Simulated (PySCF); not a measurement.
## Working out the ionisation energy of I⁹⁺

I⁹⁺ [Kr] 4d8 (3F) → I¹⁰⁺ [Kr] 4d7 (4F). All numbers are calculated (PySCF 2.14, the spin-free X2C one-electron Hamiltonian (Gaussian nucleus), in an even-tempered Gaussian basis (21 s from 0.28 bohr⁻², ratio 2.5; 15 p from 0.36 bohr⁻², ratio 2.5; 11 d from 0.36 bohr⁻², ratio 2.5; 4 f from 2.8 bohr⁻², ratio 2.7; 4 g from 4.2 bohr⁻², ratio 2.7)). Frozen: [Ar] 3d10; the 48 highest virtual orbitals dropped. Energies in hartree (1 hartree = 27.21139 eV):

```json
{"part": "UHF", "I⁹⁺ (lower)": "-7089.600025", "I¹⁰⁺ (upper)": "-7082.373872"}
{"part": "MP2 opposite-spin", "I⁹⁺ (lower)": "-0.373277", "I¹⁰⁺ (upper)": "-0.344664"}
{"part": "MP2 same-spin", "I⁹⁺ (lower)": "-0.162460", "I¹⁰⁺ (upper)": "-0.148919"}
```

What does Hartree-Fock give?

(-7082.373872) − (-7089.600025) = 7.226153 hartree = 196.634 eV.

What do MP2 and SCS-MP2 (6/5 opposite-spin, 1/3 same-spin) give?

The opposite-spin parts differ by 0.779 eV and the same-spin parts by 0.368 eV. MP2: 196.634 + (0.779) + (0.368) = 197.781 eV. SCS-MP2: 196.634 + 1.2 × (0.779) + (0.368)/3 = 197.691 eV.

A first-order spin-orbit estimate adds -0.049 eV to MP2 (outer shells), giving 197.732 eV against 197 ± 2.2 eV (theoretical estimate listed by NIST; NIST Atomic Spectra Database, ionization energies).

What remains against the reference includes basis incompleteness, the frozen core and correlation beyond second order.
